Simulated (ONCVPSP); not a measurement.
# Scattering properties, ONCV potential for caesium

ONCVPSP 4.0.1 input, shortened (lines: element, Z, core and valence counts, functional; n l f; lmax; l rc ep ncon nbas qcut; lloc lpopt rc5 dvloc0; l nproj debl; icmod fcfact rcfact), PBE, scalar-relativistic:

```
  Cs 55.00    9    3        4      upf
    1    0    2.00
    2    0    2.00
    2    1    6.00
    3    0    2.00
    3    1    6.00
    3    2   10.00
    4    0    2.00
    4    1    6.00
    4    2   10.00
    5    0    2.00
    5    1    6.00
    6    0    1.00
    2
    0    3.00    0.00    4    9    4.70
    1    2.50    0.00    4    7    5.90
    2    2.50    0.05    3    7    3.60
    2    5    2.50    0.00
    0    2    0.40
    1    2    2.70
    2    0    1.30
    3    2.50    1.25
```

The phase is arctan(r·R′/R) of the radial function R(r), unwrapped; energies in Ha, scanned from -2 to 5 Ha. A pole is an energy at which the radial function vanishes at the test radius. The pseudo phase is shifted by a multiple of π to meet the all-electron one at the reference energy, and phase errors are pseudo minus all-electron; the curves can meet again beyond the range given. Levels narrower than the energy grid can be missing from the lists of poles.

| channel | radius (bohr) | reference energy (Ha) | poles, all-electron | poles, pseudo | unbroken range about the reference energy with phases within 0.05 rad | phase error 1 Ha above the reference energy (rad) |
| --- | --- | --- | --- | --- | --- | --- |
| s | 3.05 | -0.08 | -0.89, 1.80 | -0.89, 1.74, 3.99 | below 2.4 | -0.003 |
| p | 2.53 | -0.50 | 0.05, 4.32 | 0.05, 4.29 | the whole range | -0.000 |
| d | 2.53 | 0.05 | 1.24 | 1.19, 4.95 | below 1.9 | -0.009 |

Phases in the d channel:

| E (Ha) | all-electron | pseudo |
| --- | --- | --- |
| -1.98 | 1.311 | 1.307 |
| -1.62 | 1.271 | 1.267 |
| -1.26 | 1.208 | 1.204 |
| -0.90 | 1.098 | 1.093 |
| -0.54 | 0.847 | 0.842 |
| -0.18 | 0.075 | 0.072 |
| 0.18 | -0.963 | -0.964 |
| 0.54 | -1.330 | -1.334 |
| 0.90 | -1.482 | -1.490 |
| 1.26 | -1.575 | -1.588 |
| 1.62 | -1.651 | -1.676 |
| 1.98 | -1.738 | -1.793 |
| 2.34 | -1.876 | -2.051 |
| 2.70 | -2.237 | -3.165 |
| 3.06 | -3.524 | -4.237 |
| 3.42 | -4.272 | -4.478 |
| 3.78 | -4.473 | -4.575 |
| 4.14 | -4.563 | -4.632 |
| 4.50 | -4.617 | -4.672 |
| 4.86 | -4.654 | -4.704 |
